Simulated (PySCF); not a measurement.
First SCF of a structure search on quintet HRu(OH), at a hand-made linear (heavy-atom frame) geometry. PySCF input:

```python
from pyscf import gto, scf, dft
mol = gto.M(atom='''
Ru     0.000000     0.000000     0.000000
H      0.000000     0.000000     1.570000
O      0.000000     0.000000    -1.880000
H      0.735400     0.000000    -2.497100''',
    basis={'Ru': 'def2-TZVP', 'H': 'def2-TZVP', 'O': 'def2-TZVP'},
    ecp={'Ru': 'def2-TZVP'},
    charge=0, spin=4)
mf = dft.UKS(mol, xc='PBE0')
mf.grids.atom_grid = (50, 194)
aux = {'Ru': 'def2-universal-JKFIT', 'H': 'def2-universal-JKFIT', 'O': 'def2-universal-JKFIT'}
mf = mf.density_fit(auxbasis=aux)
mf.conv_tol = 1e-08
mf.diis_space = 10
mf.max_cycle = 60
mf.init_guess = 'minao'
mf.verbose = 4
mf.kernel()
```

Excerpt of the output (cycles alone):

```
init E= -163.317057337386
cycle= 1 E= -170.804720286111  delta_E= -7.49  |g|= 0.906  |ddm|= 2.99
cycle= 2 E= -167.705516089326  delta_E=  3.1  |g|= 2.36  |ddm|= 3.83
cycle= 3 E= -171.096226269126  delta_E= -3.39  |g|= 0.421  |ddm|= 3.66
cycle= 4 E= -171.124676558146  delta_E= -0.0285  |g|= 0.427  |ddm|= 0.419
cycle= 5 E= -171.18866245722  delta_E= -0.064  |g|= 0.0846  |ddm|= 0.189
cycle= 6 E= -171.192594234661  delta_E= -0.00393  |g|= 0.0324  |ddm|= 0.0858
cycle= 7 E= -171.193437961872  delta_E= -0.000844  |g|= 0.012  |ddm|= 0.0542
cycle= 8 E= -171.19357499931  delta_E= -0.000137  |g|= 0.00275  |ddm|= 0.0216
cycle= 9 E= -171.193588518569  delta_E= -1.35e-05  |g|= 0.00117  |ddm|= 0.00678
cycle= 10 E= -171.19359215649  delta_E= -3.64e-06  |g|= 0.000466  |ddm|= 0.00351
cycle= 11 E= -171.193593663605  delta_E= -1.51e-06  |g|= 0.000302  |ddm|= 0.0025
cycle= 12 E= -171.193594671812  delta_E= -1.01e-06  |g|= 0.000174  |ddm|= 0.00262
cycle= 13 E= -171.193595097285  delta_E= -4.25e-07  |g|= 0.00011  |ddm|= 0.00199
cycle= 14 E= -171.193595212593  delta_E= -1.15e-07  |g|= 7.78e-05  |ddm|= 0.000807
cycle= 15 E= -171.193595290447  delta_E= -7.79e-08  |g|= 5.26e-05  |ddm|= 0.000745
cycle= 16 E= -171.193595333491  delta_E= -4.3e-08  |g|= 3.53e-05  |ddm|= 0.000624
cycle= 17 E= -171.193595353575  delta_E= -2.01e-08  |g|= 1.58e-05  |ddm|= 0.000632
cycle= 18 E= -171.19359535475  delta_E= -1.17e-09  |g|= 6.72e-06  |ddm|= 0.000136
Extra cycle  E= -171.193595354792  delta_E= -4.18e-11  |g|= 8.35e-06  |ddm|= 1.53e-05
converged SCF energy = -171.193595354792  <S^2> = 6.0092266  2S+1 = 5.0036893
```

No lower solution of this spin was found from smeared starts or by a stability analysis within the unrestricted form.

With open d or f shells other occupations or spin states may lie lower.

The search for the lowest solution, 3 starts and the stability check together, took 12 s on 2 threads of a shared Arm Neoverse V2 host, with 83 basis functions; the process peaked at 0.42 GiB. Launch command: `OMP_NUM_THREADS=2 python axn.py task.json out`.
